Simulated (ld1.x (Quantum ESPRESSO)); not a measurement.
Scattering properties, TM potential for Cs (Z = 55)

* Element: caesium
* Generator: ld1.x (Quantum ESPRESSO) 7.5
* Type: norm-conserving Troullier–Martins (Kleinman–Bylander form)
* Functional: PBEsol
* Relativity: fully relativistic
* Frozen core: [Kr] 4d10
* Valence charge: 9
* Reference configuration: 5s2 5p6 5d1 6s0 6p0
* Partial waves: 5s (bound): rc 2.90 bohr; 5d (bound): rc 4.20 bohr; 5p (bound): rc 3.15 bohr
* Local potential: the p channel
* Core correction: Bessel-smoothed model core inside 1.85 bohr

Open shells are filled in proportion to 2j + 1 (rel_dist='average').

The phase is arctan(r·u′/u) with u = r·R(r), unwrapped; energies in Ry, scanned from -4 to 5 Ry. A pole is an energy at which the radial function vanishes at the test radius. The pseudo phase is shifted by a multiple of π to meet the all-electron one at the reference energy, and phase errors are pseudo minus all-electron; the curves can meet again beyond the range given. Levels narrower than the energy grid can be missing from the lists of poles.

Problem. For each channel, where are the poles, and over which energies does the pseudopotential scatter like the atom?

Solution.

| channel | radius (bohr) | reference energy (Ry) | poles, all-electron | poles, pseudo | unbroken range about the reference energy with phases within 0.05 rad | phase error 1 Ry above the reference energy (rad) |
| --- | --- | --- | --- | --- | --- | --- |
| s | 4.53 | -1.98 | -1.97, 0.68, 3.82 | -1.97, 0.63, 3.34 | below -0.3 | -0.001 |
| p1/2 | 4.53 | -1.09 | -1.07, 1.20, 4.46 | -0.98, 1.13, 3.91 | not even at the reference energy | -3.114 |
| p3/2 | 4.53 | -0.97 | -0.94, 1.31, 4.62 | -0.98, 1.13, 3.91 | not even at the reference energy | -0.096 |
| d3/2 | 4.53 | -0.04 | 0.28, 2.42 | 0.28, 2.39 | below 3.5 | +0.000 |
| d5/2 | 4.53 | -0.04 | 0.29, 2.45 | 0.29, 2.41 | below 3.4 | -0.004 |

A Bessel basis up to 400 Ry misses an occupied level by 0.60 Ry, so cutoffs and ghosts were not judged. The potential misses its own reference levels by up to 1.1 eV, so it is not fit for use.

Phases in the p3/2 channel:

| E (Ry) | all-electron | pseudo |
| --- | --- | --- |
| -4.00 | 1.457 | 1.457 |
| -3.52 | 1.449 | 1.449 |
| -3.04 | 1.438 | 1.438 |
| -2.56 | 1.425 | 1.425 |
| -2.08 | 1.406 | 1.406 |
| -1.60 | 1.374 | 1.373 |
| -1.12 | 1.251 | 1.217 |
| -0.64 | -1.811 | -1.823 |
| -0.16 | -2.025 | -2.058 |
| 0.32 | -3.560 | -3.856 |
| 0.80 | -4.544 | -4.600 |
| 1.28 | -4.707 | -4.751 |
| 1.76 | -4.801 | -4.881 |
| 2.24 | -4.939 | -5.398 |
| 2.72 | -5.754 | -7.533 |
| 3.20 | -7.557 | -7.755 |
| 3.68 | -7.745 | -7.829 |
| 4.16 | -7.813 | -7.879 |
| 4.64 | -7.855 | -7.933 |
